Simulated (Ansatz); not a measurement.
All values below come from frozen-core CCSD(T)/cc-pVDZ // PBE0-D3(BJ)/def2-SVP (Ansatz, a first-principles code). The geometry is that of the parent before the electron was removed.

Ansatz 0.2 input:
```yaml
crystal:
  periodic: [false, false, false]
  atoms:
    - { symbol: Ge, position_ang: [1.990187, 0.25315, -0.291464] }
    - { symbol: Ge, position_ang: [0.007056, -0.63096, 0.785157] }
    - { symbol: Ge, position_ang: [-1.995765, 0.212244, -0.287971] }
    - { symbol: H, position_ang: [3.269749, -0.288254, 0.37356] }
    - { symbol: H, position_ang: [2.000489, -0.143894, -1.779578] }
    - { symbol: H, position_ang: [1.995791, 1.790716, -0.195997] }
    - { symbol: H, position_ang: [0.022781, -2.171627, 0.712633] }
    - { symbol: H, position_ang: [0.004795, -0.22785, 2.273942] }
    - { symbol: H, position_ang: [-2.022623, -0.22716, -1.763661] }
    - { symbol: H, position_ang: [-3.262384, -0.317894, 0.409366] }
    - { symbol: H, position_ang: [-2.010073, 1.751532, -0.235988] }
basis:
  gaussian: { orbitals: cc-pVDZ }
correlation:
  method: ccsd_t
total_charge: 1
magnetization:
  spin_polarized: true
  initial_magnetization: 1
```

Output:

```
Functional definition: HF
1323 factors; integrals over basis functions are off by at most 1.1e-3 eV
mean field evaluation 1: about -169534.2923 eV, gradient 1.0e1 eV
mean field evaluation 2: about -169534.2978 eV, gradient 1.0e1 eV
mean field evaluation 4: about -169535.6953 eV, gradient 9.2e-1 eV
mean field evaluation 8: about -169535.7166 eV, gradient 1.0e-3 eV
mean field evaluation 16: about -169535.7072 eV, gradient 1.8e-1 eV
mean field evaluation 32: about -169534.6045 eV, gradient 4.5e-2 eV
mean field evaluation 64: about -169532.7550 eV, gradient 9.4e-3 eV
mean field -169535.71645136 eV, -6230.3226641514 hartree, gradient 5.5e-6 eV, S^2 0.780457; 3 other end points of the search recorded, 0 dependent functions left out
determinant -169535.71645136 eV, -6230.3226641514 hartree, with singles and doubles -169546.93723864 eV, -6230.7350204783 hartree
determinant -169534.60460786 eV, -6230.2818046564 hartree, with singles and doubles -169546.05293652 eV, -6230.7025229750 hartree
27 core orbitals not correlated
reference -169535.71645136 eV, -6230.3226641514 hartree; 25, 24 occupied and 69, 70 virtual orbitals, 1323 factors
second order -9.38610839 eV of doubles, -0.00000000 eV of singles
cycle   1  -11.22058735 eV  change    2.0e-4 eV  update   1.2e-3
cycle   2  -11.22094982 eV  change   -3.6e-4 eV  update   1.0e-3
cycle   3  -11.22068295 eV  change    2.7e-4 eV  update   5.1e-4
cycle   4  -11.22061292 eV  change    7.0e-5 eV  update   1.8e-4
cycle   5  -11.22084537 eV  change   -2.3e-4 eV  update   5.0e-5
cycle   6  -11.22091189 eV  change   -6.7e-5 eV  update   1.9e-5
cycle   7  -11.22088816 eV  change    2.4e-5 eV  update   6.9e-6
perturbative correction -0.34856071 eV, -0.0128093700 hartree
Total energy: -169547.28590023 eV, -6230.7478335553 hartree
```

Cost: very roughly 5 core-minutes.
